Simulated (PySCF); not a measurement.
These 6 structures share the formula C3H8BFO. The calculation used PBE0-D3(BJ)/def2-SVP geometry optimisation, gas phase (PySCF 2.14.0). Energies are electronic, without zero-point or thermal terms, for one conformer each. No frequencies were run at this level. Point groups hold within 0.08 Å.

Task: Rank from lowest to highest electronic energy at this level (kcal/mol).
A. `[CH3:1][CH:2]([CH3:3])[O:4][BH:5][F:6]` with C1–C2–O4–B5 139°, C2–O4–B5–F6 0°
B. `[CH3:1][BH:2][O:3][C@@H:4]([CH3:5])[F:6]` with C1–B2–O3–C4 -1°, B2–O3–C4–C5 175°
C. `[BH2:1][O:2][C@@H:3]([F:4])[CH2:5][CH3:6]` with H–B1–O2–C3 180° and 1°, B1–O2–C3–F4 111°, O2–C3–C5–C6 64°
D. `[BH2:1][O:2][C:3]([CH3:4])([CH3:5])[F:6]` with H–B1–O2–C3 0° and 180°, B1–O2–C3–C4 -65°
E. `[BH3-:1][O+:2]1[CH2:3][CH2:4][C@@H:5]1[F:6]` with B1–O2–C3–C4 136°, O2–C3–C4–C5 -8°, C3–C4–C5–F6 121°, B1–O2–C5–C4 -136°
F. `[CH3:1][CH2:2][B:3]([F:4])[O:5][CH3:6]` with C1–C2–B3–F4 -179°, C2–B3–O5–C6 180°

Result: F (0.0), A (4.3), B (41.6), D (49.7), C (53.2), E (109.5).

As drawn, the lowest has a B–F bond, which the highest lacks; the highest has a four-membered ring, which the lowest lacks.

```json
{"SMILES": "CCB(F)OC", "E (Eh)": "-318.58082", "E rel (kcal/mol)": "0.0", "dipole (D)": "0.98", "point group": "near Cs", "A, B, C (MHz)": "5385, 2426, 1726"}
{"SMILES": "CC(C)OBF", "E (Eh)": "-318.57395", "E rel (kcal/mol)": "4.3", "dipole (D)": "1.72", "point group": "C1", "A, B, C (MHz)": "6061, 2246, 1984"}
{"SMILES": "CBO[C@@H](C)F", "E (Eh)": "-318.51460", "E rel (kcal/mol)": "41.6", "dipole (D)": "1.68", "point group": "C1", "A, B, C (MHz)": "6734, 2398, 1977"}
{"SMILES": "BOC(C)(C)F", "E (Eh)": "-318.50155", "E rel (kcal/mol)": "49.7", "dipole (D)": "2.29", "point group": "Cs", "A, B, C (MHz)": "4736, 2948, 2884"}
{"SMILES": "BO[C@@H](F)CC", "E (Eh)": "-318.49606", "E rel (kcal/mol)": "53.2", "dipole (D)": "2.01", "point group": "C1", "A, B, C (MHz)": "4280, 3103, 1969"}
{"SMILES": "[BH3-][O+]1CC[C@@H]1F", "E (Eh)": "-318.40628", "E rel (kcal/mol)": "109.5", "dipole (D)": "5.57", "point group": "C1", "A, B, C (MHz)": "4963, 3544, 2353"}
```
